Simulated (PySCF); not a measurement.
# How methods differ on the excitation energy of Tm

Tm [Xe] 4f13 6s2 (2F) → Tm [Xe] 4f14 6s1 (2S), as a difference of total energies. Calculation: PySCF 2.14, in cc-pVDZ-X2C; scalar relativity by spin-free X2C-1e. Correlated levels: valence: [Kr] 4d10 frozen. The calculations carry no spin-orbit coupling.

| method | excitation energy (cm⁻¹) |
| --- | --- |
| UHF | 76433 |
| MP2 (valence) | 24292 |
| SCS-MP2 (valence) | 33825 |
| CCSD (valence) | 50884 |
| CCSD(T) (valence) | 45504 |

A first-order spin-orbit estimate (lowest level to lowest level, LS coupling) adds 0.520 eV.

The coupled-cluster amplitudes are large for the upper state (T1 above 0.03 or a double amplitude above 0.15), so a single reference is strained.
